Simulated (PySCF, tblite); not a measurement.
Isomers of C9H14Si, one GFN2-xTB conformer each. Single-point energies are computed at PBE0/pcSseg-1 (PySCF, gas phase, no added dispersion term), electronic only.

Question: Rank them by PBE0/pcSseg-1 energy, lowest first (kcal/mol).
A. `[CH2:1]=[C:2]([CH3:3])[C:4]1=[CH:5][SiH2:6][C@H:7]2[CH2:8][C@@H:9]1[CH2:10]2` with C1–C2–C4–C5 141°
B. `[CH3:1][CH2:2][C:3]1=[CH:4][SiH2:5][CH:6]=[C:7]1[CH:8]1[CH2:9][CH2:10]1` with C1–C2–C3–C4 -5°, C6–C7–C8–C9 95°

Answer: B (0.0), A (1.3).

As drawn, the lower has a three-membered ring, which the higher lacks; the higher has a four-membered ring, which the lower lacks. Neighbours under 2.5 kcal/mol apart (CCC1=C[SiH2]C=C1C1CC1 and C=C(C)C1=C[SiH2][C@H]2C[C@@H]1C2) can change places with a better method, another conformer or zero-point energy. GFN2-xTB itself gives, in the same order: 7.2, 0.0. GFN2-xTB puts C=C(C)C1=C[SiH2][C@H]2C[C@@H]1C2 lowest instead.

Which frontier levels, dipoles and rotational constants go with these structures?

```csv
SMILES,"HOMO (eV, PBE0/pcSseg-1)",LUMO (eV),dipole (D),"A, B, C (MHz)"
CCC1=C[SiH2]C=C1C1CC1,-6.34,-1.15,1.16,"1298, 1015, 601.3"
C=C(C)C1=C[SiH2][C@H]2C[C@@H]1C2,-6.64,-0.86,0.70,"2079, 874.8, 715.3"
```

What happens when harmonic zero-point energies from GFN2-xTB frequencies are added?

```
                          SMILES  ZPE (kcal/mol)  electronic (kcal/mol)  with ZPE (kcal/mol)
           CCC1=C[SiH2]C=C1C1CC1           123.6                    0.0                  0.0
C=C(C)C1=C[SiH2][C@H]2C[C@@H]1C2           124.3                    1.3                  2.0
```

The zero-point energies span 0.7 kcal/mol. The order is unchanged.
